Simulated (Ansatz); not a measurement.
BrH₃O₃Zr (`[OH][Zr]([OH])([OH])[Br]`) at its PBE0-D4/def2-TZVP geometry, where that method's forces vanish. Charge 0, multiplicity 1. Zr takes the def2 core potential.

```
atom    x (Å)    y (Å)    z (Å)
  O1  -0.8770   1.3624   0.8610
 Zr2   0.2818   0.0910   0.0311
  O3   0.0841  -1.6146   0.8678
  O4  -0.1259  -0.0448  -1.8300
 Br5   2.6880   0.8685   0.2960
  H6  -1.5334   2.0288   1.0406
  H7  -0.1662  -2.3372   1.4355
  H8  -0.3514  -0.3542  -2.7021
```

(1) For each bond, give half the difference of the two atoms' forces along it (eV/Å; positive pushes the atoms apart) under PBE-D4, r2SCAN-D4, B3LYP-D4, ωB97M-V in def2-TZVPP. (An estimate is asked.)

## Answers

(1) Computed: 
```csv
bond,length (Å),PBE-D4,r2SCAN-D4,B3LYP-D4,ωB97M-V
O1–Zr2,1.910,-0.02,0.08,0.14,0.07
O1–H6,0.952,0.30,-0.04,-0.10,-0.09
Zr2–O3,1.910,-0.02,0.08,0.14,0.07
Zr2–O4,1.910,-0.02,0.08,0.14,0.07
Zr2–Br5,2.543,-0.01,0.00,0.08,0.03
O3–H7,0.952,0.30,-0.04,-0.10,-0.09
O4–H8,0.952,0.30,-0.04,-0.10,-0.09
```

B3LYP here is the variant with VWN-RPA as its local correlation; programs differ in this.
